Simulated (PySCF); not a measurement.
SMILES [I][Ti]([I])([I])[I], PBE0/def2-SVP optimised geometry.

```
5

Ti    -0.84    -1.19     0.00
I     -1.68    -2.38     2.06
I      1.69    -1.19     0.00
I     -1.68    -2.39    -2.06
I     -1.69     1.19     0.00
```

Density from PBE0/def2-TZVP, def2 effective core potentials past Kr (PySCF) at that geometry. The core electrons that the potentials of I replace are not part of the density.

Minimum of the electron density along straight lines between bonded atoms, close to the bond critical point (lines longer than 1.1 times the sum of covalent radii, or with two minima, are not listed):

```csv
bond,length / Å,ρ at the minimum / e bohr⁻³,∇²ρ there / e bohr⁻⁵,position (fraction from the first atom)
Ti1–I2,2.527,0.075,0.09,0.44
Ti1–I3,2.527,0.075,0.09,0.44
Ti1–I4,2.527,0.075,0.09,0.44
Ti1–I5,2.527,0.075,0.09,0.44
```
